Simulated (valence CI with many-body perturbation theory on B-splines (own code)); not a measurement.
**Sb19+: key properties**

Level of theory: valence CI with perturbative core correlation (CI+MBPT): four valence electrons over a frozen Dirac-Fock core [Ar] 3d10, radial functions for each j: 11 s, 11 p, 9 d, 7 f, 5 g, 2 h, 1 i, with the one-electron correlation potential Σ1, the two-electron term Σ2, the three-electron term Σ3, Breit, model QED; selected CI, second order for the rest (own B-spline code, finite nucleus).

No measured spectrum was set against this ion. As an estimate, levels hold to about 250 cm⁻¹ or 0.2 % of their energy and the worst to 1 %, as in measured heavy ions of charge 2 to 7; those with d or f electrons hold less well.

Levels are named by their leading jj configuration (3d3/2^4 stands for four electrons in 3d with j = 3/2), which in mixed levels can hold well under half, so a name can repeat and another be missing.

Rates and lifetimes use the calculated energies. Strong lines usually hold to 10 to 20 %, long lifetimes can be off by a factor of two.

**Question.** What is the ground level?

**Answer.** (4s^2 4p1/2^2) J=0, composition 79 % 4s²4p² ³P + 19 % 4s²4p² ¹S.

**Question.** Name the longest-lived excited levels whose lifetime is computed, and their main decay.

**Answer.** (4s^2 4p1/2 4p3/2) J=2 at 95014 cm⁻¹ lives 14.1 ms, mostly by E2 to (4s^2 4p1/2^2) J=0; (4s^2 4p1/2 4p3/2) J=1 at 77615 cm⁻¹ lives 148 μs, mostly by M1 to (4s^2 4p1/2^2) J=0; (4s^2 4p3/2 4d5/2) J=4 at 801520 cm⁻¹ lives 133 μs, mostly by M1 to (4s^2 4p1/2 4d5/2) J=3.

**Question.** How well does LS coupling describe the low levels?

**Answer.** Among the lowest 20 levels the leading LS term, summed over configurations, holds 71 % on average. For single configurations the figures are 67 % in LS and 84 % in jj coupling. Terms mix most in the J = 2 level at 655710 cm⁻¹, where the leading one holds 44 %.

**Question.** Among levels below 1295200 cm⁻¹, which E1 lines absorb most strongly from the ground level?

**Answer.** to (4s^2 4p1/2 4d3/2) J=1 at 13.07 nm, f = 1.68; to (4s 4p1/2^2 4p3/2) J=1 at 20.75 nm, f = 0.351; to (4s 4p1/2 4p3/2^2) J=1 at 15.89 nm, f = 0.186.

**Question.** Where does the other parity begin?

**Answer.** At (4s 4p1/2^2 4p3/2) J=2, 415030 cm⁻¹.
